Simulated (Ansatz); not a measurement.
System: trifluoromethoxyethene, C3H3F3O, net charge 0, singlet state. 
Structure (B3LYP-D3(BJ)/def2-TZVP (Ansatz, a quantum-chemistry and plane-wave program) minimum search):
```xyz
10

C     -2.2349     0.1603    -0.0348
C     -1.4833    -0.9235     0.0330
O     -0.0991    -1.0123     0.0540
C      0.6759     0.0947     0.0027
F      1.9442    -0.3035     0.0392
F      0.4643     0.9238     1.0393
F      0.4895     0.8061    -1.1224
H     -1.8449     1.1647    -0.0849
H     -3.3073     0.0330    -0.0404
H     -1.8821    -1.9254     0.0829
```

Property: atomisation energy (electronic, to ground-state atoms); the coupled-cluster value holds the core correlation from cc-pwCVTZ, in kcal/mol. Valence correlation only, unless marked. Open shells are spin-unrestricted. No spin-orbit coupling. No relativistic terms. Basis-set limits of correlation are two-point, X^-3; Hartree-Fock from the larger set.

Level to compare with: CCSD(T)/CBS(cc-pVTZ,cc-pVQZ) plus the core term (Ansatz), 1005.5 kcal/mol. It is a level with limits of its own, and the differences hold the functionals' basis error too.

Q: Rank these functionals by how close they come to CCSD(T)/CBS(cc-pVTZ,cc-pVQZ), closest first: B3LYP/def2-TZVPD (Ansatz); wB97X-V/def2-TZVPD (Ansatz); r2SCAN0/def2-TZVPD (Ansatz).

A: wB97X-V/def2-TZVPD (range-separated hybrid with VV10, 1004.2 kcal/mol, difference -1.3), B3LYP/def2-TZVPD (global hybrid, 989.8 kcal/mol, difference -15.7), r2SCAN0/def2-TZVPD (hybrid meta-GGA, 979.0 kcal/mol, difference -26.5)
